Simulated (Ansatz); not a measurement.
Geometry optimisation, RKS B3LYP/def2-SVP in Ansatz.

Input:

```yaml
crystal:
  periodic: [false, false, false]
  atoms:
    - { symbol: C, position_ang: [-1.6532, 2.2573, 1.3633] }
    - { symbol: C, position_ang: [-1.1506, 1.2668, 1.0688] }
    - { symbol: C, position_ang: [-0.5049, 0.0144, 0.7136] }
    - { symbol: C, position_ang: [0.3686, 0.171, -0.5872] }
    - { symbol: Ge, position_ang: [1.1908, -1.5194, -1.0509] }
    - { symbol: H, position_ang: [-2.1887, 3.2246, 1.5973] }
    - { symbol: H, position_ang: [0.2552, -0.2499, 1.5518] }
    - { symbol: H, position_ang: [-1.1968, -0.7714, 0.6249] }
    - { symbol: H, position_ang: [1.0667, 0.975, -0.4492] }
    - { symbol: H, position_ang: [-0.4005, 0.4224, -1.3852] }
    - { symbol: H, position_ang: [1.9503, -1.3402, -2.3453] }
    - { symbol: H, position_ang: [0.1511, -2.6275, -1.1687] }
    - { symbol: H, position_ang: [2.1325, -1.8579, 0.0816] }
basis:
  gaussian: { orbitals: def2-SVP }
hamiltonian:
  xc: b3lyp
relax:
  f_tol: 0.015
  max_steps: 40
output:
  orbitals: {}
```

Launched with:

```bash
$ ansatz run input.yaml --threads 2 --pin off --max-ram 3072MiB --backend cpu --events-out ev --progress --plain --runs-dir out
```

Question: Where does it end, and by what steps?

Answer: The forces met the threshold. After 6 steps the energy has fallen by 0.581 eV; H13 moved furthest, 0.14 Å. The start is strongly strained (largest force component 9 eV/Å).

```json
{"step": "0", "energy less start (eV)": "0.0000", "largest force component (eV/Å)": "8.636", "accepted": "yes"}
{"step": "1", "energy less start (eV)": "-0.5417", "largest force component (eV/Å)": "1.037", "accepted": "yes"}
{"step": "2", "energy less start (eV)": "-0.5745", "largest force component (eV/Å)": "0.344", "accepted": "yes"}
{"step": "3", "energy less start (eV)": "-0.5701", "largest force component (eV/Å)": "0.365", "accepted": "no"}
{"step": "4", "energy less start (eV)": "-0.5799", "largest force component (eV/Å)": "0.095", "accepted": "yes"}
{"step": "5", "energy less start (eV)": "-0.5811", "largest force component (eV/Å)": "0.023", "accepted": "yes"}
{"step": "6", "energy less start (eV)": "-0.5811", "largest force component (eV/Å)": "0.009", "accepted": "yes"}
```

```xyz
13
Properties=species:S:1:pos:R:3
C -1.718 2.345 1.380
C -1.165 1.302 1.104
C -0.488 0.052 0.750
C 0.308 0.141 -0.568
Ge 1.228 -1.539 -1.064
H -2.210 3.265 1.631
H 0.183 -0.234 1.579
H -1.242 -0.753 0.683
H 1.067 0.937 -0.498
H -0.363 0.420 -1.396
H 1.991 -1.349 -2.392
H 0.199 -2.679 -1.233
H 2.231 -1.944 0.040
```

Run time: 35 s on 2 threads of Arm Neoverse V1 (shared host), peak memory 0.33 GiB.
